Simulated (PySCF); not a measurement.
Harmonic spectrum computed at PBE0 in the def2-TZVP basis family (core potentials from Rb on, PySCF, no spin–orbit coupling):

```tsv
symmetry	ω (cm⁻¹)	IR (km/mol, summed over degenerate members)
π	93	27.9
σ+	545	90.1
σ+	766	16.4
```

Question: Which molecule gave it? In each, all ligands are bound to the one heavy central atom.
A. FPbN (singlet)
B. FSnN (singlet)
C. FPtN (singlet)
D. FPdN (triplet)

Answer: A. It has C∞v symmetry with Pb–F 2.005 Å, Pb–N 1.883 Å.
